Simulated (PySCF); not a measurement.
Pb(CH3)2Cl2 at several levels of theory

Computed with PySCF 2.14.0 (density fitting, no spin-orbit coupling) at the geometry relaxed with B3LYP:

```xyz
11
Pb(CH3)2Cl2 (singlet)
Pb    0.0000    0.0000    0.2663
C     1.5254    1.4472    1.0541
H     1.3171    2.3872    0.5279
H     1.4220    1.5525    2.1411
H     2.4965    1.0249    0.7672
C    -1.5254   -1.4472    1.0541
H    -1.3171   -2.3872    0.5279
H    -1.4220   -1.5525    2.1411
H    -2.4965   -1.0249    0.7672
Cl    1.3994   -1.4282   -1.2067
Cl   -1.3994    1.4282   -1.2067
```

```csv
level,basis,state,HOMO (eV),gap (eV),charge on Pb1 (e),dipole about the centre of mass (D),largest force component (eV/Å)
B3LYP,"Pb def2-SVP with ECP60, C def2-SVP, H def2-SVP, Cl def2-SVP",singlet,-7.60,5.34,0.63,4.92,0.07
CAM-B3LYP,the same,singlet,-9.17,8.15,0.63,5.04,0.28
PBE,the same,singlet,-6.59,3.71,0.57,4.75,0.25
PBE0,the same,singlet,-7.94,5.85,0.69,5.07,0.21
B3LYP,"Pb def2-TZVP with ECP60, C def2-TZVP, H def2-TZVP, Cl def2-TZVP",singlet,-7.87,5.31,0.96,5.16,0.37
B3LYP,"Pb x2c-SVPall, C x2c-SVPall, H x2c-SVPall, Cl x2c-SVPall",singlet,-7.59,5.30,0.71,4.89,0.39
```

Charges are Mulliken's, which hang on the basis. The relaxation used the grid (50, 194), these runs (75, 302) or, all-electron (x2c bases, spin-free X2C Hamiltonian), (99, 590).

(1) What does BLYP with Pb def2-SVP with ECP60, C def2-SVP, H def2-SVP, Cl def2-SVP give here?

## Answers

(1) state singlet, HOMO (eV) -6.35, gap (eV) 3.63, charge on Pb1 (e) 0.53, dipole about the centre of mass (D) 4.65, largest force component (eV/Å) 0.25. Time: 8.2 s on 2 threads of AMD EPYC 7B13 (Zen 3), with other jobs on the host, from an already converged density.
